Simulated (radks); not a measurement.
Question: Valence configurations of the platinum ion Pt+ (all share [Xe]). All-electron calculation, scalar-relativistic Kohn-Sham, BLYP, spin-polarised, spherical densities, finite nucleus; open shells are filled with parallel spins first (spin-orbit coupling, left out, can overturn this in heavy ions); Fermi nuclear charge, rms radius 5.427 fm. Program: a radial shooting solver on a logarithmic mesh with Libxc functionals. Order these by energy: 4f14 5d9; 4f14 5d8.5 6s0.5; 4f13.5 5d9 6p0.5; 4f14 5d8.5 6p0.5; 4f13.5 5d9 6s0.5; 4f13 5d9 6s1; 4f12 5d9 6p2; 4f13 5d9 6p1; 4f12.5 5d9 6s1.5; 4f14 5d8 6p1.

Answer: From the lowest, in eV above it: 4f14 5d9 0.000; 4f14 5d8.5 6s0.5 0.427; 4f14 5d8.5 6p0.5 3.717; 4f14 5d8 6p1 7.830; 4f13.5 5d9 6s0.5 34.035; 4f13.5 5d9 6p0.5 37.336; 4f13 5d9 6s1 71.119; 4f13 5d9 6p1 78.099; 4f12.5 5d9 6s1.5 111.82; 4f12 5d9 6p2 170.39. NIST lists [Xe] 4f14 5d9 as the ground configuration; this level of theory agrees among the configurations tried. The energies are those of spherical high-spin densities, not of single terms.
